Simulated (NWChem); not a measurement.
# SiH4SO; SMILES S[SiH2]O

```xyz
7

Si    -0.4834     0.5741     0.0240
O      0.7303     1.7082     0.0041
S      0.2297    -1.4457    -0.0968
H     -1.2073     0.8225     1.2959
H     -1.3893     0.6745    -1.1568
H      1.3356     1.6755    -0.7434
H      0.8787    -1.4121     1.0885
```
Atoms are numbered in this order, from 1.

Level: PBE0/def2-SVP (NWChem), optimised geometry, unscaled harmonic frequencies. 

Task: List the harmonic frequencies with IR intensities, and the thermochemistry.

Result: 
| frequency (cm⁻¹) | IR intensity (km/mol) |
|---|---|
| 188 | 8.8 |
| 257 | 53.1 |
| 319 | 124.7 |
| 509 | 46.7 |
| 523 | 28.8 |
| 709 | 56.8 |
| 796 | 15.7 |
| 837 | 128.6 |
| 908 | 28.6 |
| 917 | 292.0 |
| 948 | 127.1 |
| 2245 | 115.5 |
| 2283 | 103.8 |
| 2713 | 0.1 |
| 3923 | 107.1 |

The zero-point energy is 25.8 kcal/mol and the thermal correction to the enthalpy at 298.15 K (with zero-point energy) is 29.6 kcal/mol. The heat capacity Cv comes out as 17.1 cal/(mol K) and the entropy at 298.15 K and 1 atm (symmetry number 1) is 71.3 cal/(mol K). The dipole moment is 0.85 D.

Rigid rotor and harmonic oscillator.
